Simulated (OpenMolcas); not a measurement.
# Mn: effect of the basis set

* Program: OpenMolcas
* Method: CASSCF
* Active space: 7 electrons in 6 orbitals (3d 4s)
* State averaging: 2S+1 = 6 even, 6 roots; 2S+1 = 4 even, 43 roots kept (CI in the orbitals of an earlier block); 2S+1 = 2 even, 11 roots kept (CI in the orbitals of an earlier block, 0 in the spin-orbit step)
* Spin-orbit coupling: state interaction with AMFI integrals over the reference wave functions, term energies averaged over their components

A. ANO-R1 [5s3p3d1f], X2C, finite nucleus; cost of the order of 30 core-seconds
B. ANO-RCC-VTZP [6s5p3d2f1g], DKH2, point nucleus; cost about 29 core-seconds
C. ANO-R2 [7s4p4d2f1g], X2C, finite nucleus; cost of the order of 25 core-seconds
D. ANO-RCC-VQZP [7s6p4d3f2g1h], DKH2, point nucleus; cost about 30 core-seconds
E. ANO-R3 [8s5p5d3f2g1h], X2C, finite nucleus; cost about 60 core-seconds

Energies in cm⁻¹ above 3d⁵ 4s² ⁶S_5/2, the measured ground level; measured values from NIST Handbook of Basic Atomic Spectroscopic Data.

```json
{"Level": "3d⁵ 4s² ⁶S_5/2", "A": "0.0", "B": "0.0", "C": "0.0", "D": "0.0", "E": "0.0", "Measured": "0.0"}
{"Level": "3d⁶ 4s ⁶D_9/2", "A": "11699", "B": "11676", "C": "11555", "D": "11673", "E": "11558", "Measured": "17052"}
{"Level": "3d⁶ 4s ⁶D_7/2", "A": "11958", "B": "11936", "C": "11814", "D": "11934", "E": "11818", "Measured": "17282"}
{"Level": "3d⁶ 4s ⁶D_5/2", "A": "12153", "B": "12131", "C": "12010", "D": "12129", "E": "12013", "Measured": "17452"}
{"Level": "3d⁶ 4s ⁶D_3/2", "A": "12289", "B": "12267", "C": "12145", "D": "12266", "E": "12149", "Measured": "17568"}
{"Level": "3d⁶ 4s ⁶D_1/2", "A": "12369", "B": "12348", "C": "12226", "D": "12346", "E": "12229", "Measured": "17637"}
{"Level": "3d⁶ 4s ⁴D_7/2", "A": "20733", "B": "20795", "C": "20693", "D": "20779", "E": "20691", "Measured": "23297"}
{"Level": "3d⁶ 4s ⁴D_5/2", "A": "21023", "B": "21086", "C": "20984", "D": "21070", "E": "20982", "Measured": "23549"}
{"Level": "3d⁶ 4s ⁴D_3/2", "A": "21234", "B": "21297", "C": "21194", "D": "21282", "E": "21193", "Measured": "23720"}
{"Level": "3d⁶ 4s ⁴D_1/2", "A": "21361", "B": "21425", "C": "21322", "D": "21410", "E": "21321", "Measured": "23819"}
{"Level": "3d⁵ 4s² ⁴G_11/2", "A": "27744", "B": "27702", "C": "27694", "D": "27702", "E": "27695", "Measured": ""}
{"Level": "3d⁵ 4s² ⁴G_9/2", "A": "27746", "B": "27704", "C": "27696", "D": "27704", "E": "27697", "Measured": ""}
{"Level": "3d⁵ 4s² ⁴G_7/2", "A": "27748", "B": "27706", "C": "27698", "D": "27706", "E": "27699", "Measured": ""}
{"Level": "3d⁵ 4s² ⁴G_5/2", "A": "27750", "B": "27708", "C": "27700", "D": "27708", "E": "27701", "Measured": ""}
```

Deviations, from unrounded energies. A percentage is the sum of absolute deviations over the sum of measured energies, with the sign that they share, or ± where signs differ.

| Against measurement | Levels | A | B | C | D | E |
| --- | --- | --- | --- | --- | --- | --- |
| mean absolute deviation (cm-1) | 9 | 4100 | 4000 | 4200 | 4100 | 4200 |
| other configurations (%) | 9 | -20.2 | -20.1 | -20.6 | -20.1 | -20.6 |

A, B, C, D, E lie about equally close to measurement. The largest miss of B in the table is 3d⁶ 4s ⁶D_9/2, by -5400 cm-1. The ranking rests on the paired levels alone, and a cruder setting can come out closer through cancelling errors.

Among A to E the level of the table that moves most is 3d⁶ 4s ⁶D_9/2, by 140 cm-1 (lowest in C, highest in A).

Some high roots are left out of the spin-orbit mixing, which shifts the levels that they would mix with. Without dynamic correlation excited terms often stand tens of per cent too high (terms of higher spin than the ground term too low), and those without a measured partner can miss by more than the paired ones. Terms from blocks run as CI alone lack orbitals of their own. A single d shell beside an s shell can misplace configurations of different d count against each other. Computed and measured levels are paired by configuration, term and J; levels that our copy of the source lacks, or whose pairing is in doubt (as where it misses far off the trend of its configuration), stay unpaired and out of the deviations. Levels of configurations outside the active space are missing. The table leaves out levels that lie high or whose names do not pair safely across all columns.
